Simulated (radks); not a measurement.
Q: These are the eigenvalues of the occupied orbitals of an atom or ion with whole-number occupations (eV). Method: scalar-relativistic Kohn-Sham, PBE, spin-polarised, spherical densities, finite nucleus; Fermi nuclear charge, rms radius of each element as measured or else 0.836 A^(1/3) + 0.57 fm; computed with a radial shooting solver on a logarithmic mesh with Libxc functionals.

orbital  eigenvalue
1s up     -62584.76
1s down   -62571.24
2s up     -14435.55
2s down   -14414.23
2p up     -13393.28
2p down   -13367.98

Which element is it, and in what charge state? The configuration may be excited. Open shells, if any, are filled with parallel spins first.

A: Z = 68, erbium, charge +59: Er59+ in [He] 2s2 2p5. The list shows which subshells hold electrons but not how many an open one holds; the 1s level, -2299.9 hartree, gives Z - s = 67.8 by -(Z - s)^2/2, which with screening and relativity narrows Z to a few neighbours, and the depths of the outer levels then fix element, charge and occupations together.
